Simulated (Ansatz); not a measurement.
Consider the ligand exchange at the Si–C bond: `OC([SiH3])O[SiH3]` + `B[Si](O)(F)Cl` → `B[Si](F)(Cl)O[SiH3]` + `OCO[SiH3]`.

Computed with Ansatz on PBE0-D4/def2-TZVP structures; ΔE is electronic, products minus reactants. CBS: MP2 limit from def2 TZ/QZ plus the TZ coupled-cluster correction, frozen cores. DFT in def2-TZVPP. One conformer a species, not always the lowest.

| level | ΔE (kJ/mol) |
| --- | --- |
| PBE-D4 | -104.1 |
| HF/def2-QZVPP | -157.2 |
| SCS-MP2/def2-QZVPP | -132.4 |
| HF/CBS(def2) | -157.6 |

Problem. What does CCSD(T)/CBS give? (Estimate.)

Solution. The calculation gave: -123.9 kJ/mol. The listed levels differ from it by 19.8, -33.3, -8.5, -33.7 kJ/mol.

Largest T1 diagnostic among the species: 0.013.

From PBE to PBE0 (25 % exact exchange), in def2-TZVPP and without D4, ΔE moves by −10.2 kJ/mol. In def2-TZVPP, CCSD(T) changes the Hartree–Fock value by +30.8 kJ/mol (the triples alone add +4.9 kJ/mol) and MP2 by +27.9 kJ/mol.
